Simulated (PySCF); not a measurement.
**Cl²⁺: ionisation energy**

Cl²⁺ [Ne] 3s2 3p3 (4S) → Cl³⁺ [Ne] 3s2 3p2 (3P), as a difference of total energies. Calculation: PySCF 2.14, in x2c-TZVPPall with one added diffuse shell each of s, p, d type (6s6p4d1f, 51 functions); scalar relativity by spin-free X2C-1e. Correlated levels: valence: [Ne] frozen; valence and next inner shell: 1s2 frozen. The calculations carry no spin-orbit coupling.

Order these methods by the ionisation energy they give, lowest first.
A. PBE
B. MP2 (valence and next inner shell)
C. PBEsol
D. UHF

D (38.950 eV), C (39.555 eV), A (39.579 eV), B (39.625 eV).

A first-order spin-orbit estimate (lowest level to lowest level, LS coupling) adds -0.104 eV.

Errors of the correlated levels include the incompleteness of this basis and the frozen core.

For comparison: 39.8 ± 0.11 eV (semi-empirical (NIST evaluation); NIST Atomic Spectra Database, ionization energies).
